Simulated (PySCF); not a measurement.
## Mn(2+): ionisation energy

Mn(2+) [Ar] 3d5 (6S) → Mn(3+) [Ar] 3d4 (5D), as a difference of total energies. Computed with PySCF 2.14 in def2-TZVPPD (6s6p4d2f1g, 67 functions), with no relativity, point nucleus. Correlated levels: valence: [Ar] frozen; valence and next inner shell: [Ne] frozen. The calculations carry no spin-orbit coupling.

| method | ionisation energy (eV) |
| --- | --- |
| UHF | 32.582 |
| LDA | 34.626 |
| PBE | 34.242 |
| PBE0 | 34.075 |
| r2SCAN | 34.109 |
| TPSSh | 33.916 |
| r2SCAN0 | 33.997 |
| M06-2X | 33.606 |
| revPBE | 34.139 |
| MP2 (valence) | 33.405 |
| SCS-MP2 (valence) | 32.856 |
| MP2 (valence and next inner shell) | 34.008 |
| SCS-MP2 (valence and next inner shell) | 33.484 |

Question: How much does correlation contribute at MP2 (valence and next inner shell)?

Answer: 34.008 − (32.582) = 1.426 eV, measured against UHF.

A first-order spin-orbit estimate (lowest level to lowest level, LS coupling) adds -0.071 eV.

These non-relativistic numbers lack the scalar-relativistic shift.

Errors of the correlated levels include the incompleteness of this basis and the frozen core.

For comparison: 33.668 ± 0.012 eV (measured; NIST Atomic Spectra Database, ionization energies).
